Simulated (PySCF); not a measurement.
C₄H₉NSi, SMILES C=C1[SiH2]N[C@H]1C. Atoms are numbered in the order given.

```xyz
15

C     -0.6955     1.4969     1.4119
C     -0.4329     0.4870     0.5864
Si    -1.2404    -0.6011    -0.7160
N      0.4099    -1.1291    -0.7185
C      0.8902    -0.2568     0.3580
C      2.0627     0.6288    -0.0301
H      0.0722     1.9214     2.0708
H     -1.6907     1.9478     1.4706
H     -1.7715     0.0264    -1.9696
H     -2.2899    -1.5710    -0.2577
H      0.9776    -1.8719    -1.0986
H      1.1597    -0.8293     1.2707
H      2.3430     1.2978     0.7986
H      2.9454     0.0190    -0.2816
H      1.8042     1.2422    -0.9065
```
Charge 0, spin multiplicity 1.

Geometry optimised at PBE0-D3(BJ)/def2-SVP. The structure was generated by enumeration; whether it is a known compound was not checked.

All values below come from PBE0/pcSseg-1 in PySCF.

GIAO shieldings, no solvent; atoms listed in one row are averaged. δ = σ(ref) − σ: ¹³C against TMS (σ = 186.3 ppm); ²⁹Si against TMS (σ = 352.7 ppm); ¹⁵N against NH3 (σ = 267.4 ppm); ¹H against TMS (σ = 31.56 ppm), references at their B3LYP-D3(BJ)/def2-TZVP geometries, non-relativistic.

| nucleus | atoms | count | δ (ppm) |
|---|---|---|---|
| ¹³C | C2 | 1 | 165.3 |
| ¹³C | C1 | 1 | 131.0 |
| ¹³C | C5 | 1 | 69.9 |
| ¹³C | C6 | 1 | 29.2 |
| ²⁹Si | Si3 | 1 | -23.4 |
| ¹⁵N | N4 | 1 | 38.9 |
| ¹H | H7 | 1 | 6.18 |
| ¹H | H8 | 1 | 6.04 |
| ¹H | H9, H10 | 2 | 6.02 |
| ¹H | H12 | 1 | 4.84 |
| ¹H | H13, H14, H15 | 3 | 1.53 |
| ¹H | H11 | 1 | 0.59 |
